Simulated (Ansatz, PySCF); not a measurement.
System: C₃H₈B, charge 0, multiplicity 2. It need not be the lowest isomer of its formula. 
Structure (B3LYP-D3(BJ)/def2-TZVP (Ansatz, a quantum-chemistry and plane-wave program) minimum search):
```xyz
12

B      0.0628    -0.0113     0.0034
C      1.5752    -0.2837     0.0843
C     -0.4662     1.4649    -0.1254
C     -0.9570    -1.2086     0.0493
H      1.9928    -1.2796     0.2047
H      2.3232     0.5023     0.0263
H      0.2661     2.1771    -0.5114
H     -0.7391     1.8108     0.8819
H     -1.3818     1.5404    -0.7183
H     -1.8977    -0.9498     0.5428
H     -1.2275    -1.4567    -0.9872
H     -0.5623    -2.1238     0.4956
```
Charge 0, spin multiplicity 2.

Total electronic energies in hartree. Correlated levels leave the core frozen unless marked. Open shells are spin-unrestricted. Spin-orbit coupling is left out. Non-relativistic unless marked X2C. CBS(X,Y): correlation extrapolated as X^-3; Hartree-Fock from the larger set. [CCSD(T)-MP2]/basis is that difference in the basis named.

| level | program | energy (Eh) |
|---|---|---|
| HF/6-31G | Ansatz | -142.87478 |
| HF/6-31G* | Ansatz | -142.92240 |
| HF/cc-pVDZ | Ansatz | -142.93581 |
| HF-D4/def2-TZVPD | PySCF + dftd4 | -143.00276 |
| PBE-D4/def2-TZVPD | Ansatz + dftd4 | -143.77723 |
| BLYP/def2-TZVPD | Ansatz | -143.90339 |
| revPBE-D4/def2-TZVPD | Ansatz + dftd4 | -143.97066 |
| B97M-V/def2-TZVPD | Ansatz | -144.00862 |
| PBE0/def2-QZVPP | Ansatz | -143.81612 |
| r2SCANh-D4/def2-TZVPD | Ansatz + dftd4 | -143.89861 |
| CAM-B3LYP-D3(BJ)/def2-TZVPD | Ansatz + dftd3 | -143.90848 |
| CAM-B3LYP/def2-TZVPD | Ansatz | -143.90294 |
| LC-wPBE-D4/def2-TZVPD | Ansatz + dftd4 | -143.90664 |
| wB97M-V/def2-TZVPD | Ansatz | -143.89944 |
| B2GP-PLYP/def2-TZVPD | Ansatz | -143.80980 |
| RPA@PBE/cc-pVQZ | Ansatz | -144.08147 |
| MP2/STO-3G | Ansatz | -141.39778 |
| CCSD(T)/STO-3G | Ansatz | -141.46063 |
| CCSD(T)/6-31G | Ansatz | -143.23334 |
| CCSD(T)/cc-pVDZ | Ansatz | -143.49868 |
| X2C-CCSD(T)/cc-pVTZ-DK | Ansatz | -143.70300 |
| RI-MP2/CBS(cc-pVTZ,cc-pVQZ)+[CCSD(T)-MP2]/cc-pVDZ | Ansatz | -143.7259 |
| RI-MP2/CBS(cc-pVTZ,cc-pVQZ)+[CCSD(T)-MP2]/cc-pVTZ | Ansatz | -143.7263 |

Totals of different functionals don't rank their quality; only differences between species are comparable.
